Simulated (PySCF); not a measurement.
Spin states and ions at one geometry of [TlBr]2+

PySCF 2.14.0, RKS B3LYP, Tl def2-SVP with ECP60, Br def2-SVP; non-relativistic Hamiltonian with scalar-relativistic core potentials where named; density fitting; no spin-orbit coupling; singlets restricted, open shells unrestricted. The geometry is relaxed for charge +2, singlet, vacuum:

```xyz
2

Tl    0.0000    0.0000   -0.7651
Br    0.0000    0.0000    1.9006
```

Energies count from the relaxed state; an electron taken off or put on is at rest in vacuum. Charges and spins are Mulliken's.

| state | energy (eV) | spin squared | charge on Tl1 (e) | spin on Tl1 (e) | dipole about the centre of mass (D) |
| --- | --- | --- | --- | --- | --- |
| charge +2, singlet, vacuum | 0.00 | 0.00 | 1.40 | 0.00 | 0.26 |
| charge +2, triplet, vacuum | -0.63 | 2.01 | 1.23 | 0.42 | 2.37 |
| charge +3, doublet, vacuum | 23.62 | 0.77 | 1.81 | -0.11 | 3.53 |

**Question.** What does the state charge +1, doublet, vacuum give?

**Answer.** energy (eV) -17.16, spin squared 0.75, charge on Tl1 (e) 0.89, spin on Tl1 (e) 0.26, dipole about the centre of mass (D) 2.09.

With an electron taken off (doublet) the charges change, summed by element, by Tl +0.42 e, Br +0.58 e. The vertical ionisation energy is 23.62 eV, against −ε(HOMO) = 20.88 eV of the relaxed state. The level lies 2.7 eV too high, as is usual for semilocal functionals and global hybrids, which keep a self-interaction error.

With an electron put on (doublet) the charges change, summed by element, by Tl -0.51 e, Br -0.49 e. The vertical electron affinity is 17.16 eV, against −ε(LUMO) = 19.80 eV of the relaxed state.

Open shells may have lower solutions than those found. A restricted singlet can lie too high where a spin-broken solution exists, which wasn't tested: charge +2, singlet, vacuum.

The relaxed state isn't the lowest spin state tried at its geometry. The gap of the closed shell is small, and it wasn't tested for a lower spin-broken solution at this geometry.
